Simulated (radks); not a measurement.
Results of a calculation; reference values are marked as such.
The nuclear charge of neutral scandium is varied continuously with 21 electrons held in [Ar] 3d1 4s2. Level of theory: Dirac Kohn-Sham, PBE, spin-unpolarised, spherical densities, finite nucleus; open shells are shared between the two j in proportion to 2j + 1; Fermi nuclear charge, rms radius 3.5459 fm (a radial shooting solver on a logarithmic mesh with Libxc functionals). By the Hellmann-Feynman theorem dE/dZ = E(electron-nucleus)/Z, the electronic potential at the nucleus (averaged over a nucleus of fixed radius).

Z = 20.8: E (hartree) -746.87366; E(electron-nucleus)/Z (hartree) -85.3989; HOMO 3d5/2; e(HOMO) (eV) -1.390; <r> HOMO (bohr) 2.103
Z = 21: E (hartree) -764.06123; E(electron-nucleus)/Z (hartree) -86.4760; HOMO 3d5/2; e(HOMO) (eV) -3.222; <r> HOMO (bohr) 1.871
Z = 21.2: E (hartree) -781.46378; E(electron-nucleus)/Z (hartree) -87.5490; HOMO 3d5/2; e(HOMO) (eV) -5.325; <r> HOMO (bohr) 1.714
Z = 21.4: E (hartree) -799.08065; E(electron-nucleus)/Z (hartree) -88.6193; HOMO 4s1/2; e(HOMO) (eV) -6.967; <r> HOMO (bohr) 3.385
Z = 21.6: E (hartree) -816.91136; E(electron-nucleus)/Z (hartree) -89.6876; HOMO 4s1/2; e(HOMO) (eV) -8.524; <r> HOMO (bohr) 3.244
Z = 21.8: E (hartree) -834.95560; E(electron-nucleus)/Z (hartree) -90.7546; HOMO 4s1/2; e(HOMO) (eV) -10.181; <r> HOMO (bohr) 3.117
Z = 22: E (hartree) -853.21314; E(electron-nucleus)/Z (hartree) -91.8206; HOMO 4s1/2; e(HOMO) (eV) -11.935; <r> HOMO (bohr) 3.003

The central difference of E at Z = 21 is -86.475 hartree, to compare with the third column; the second derivative is -5.37 hartree.
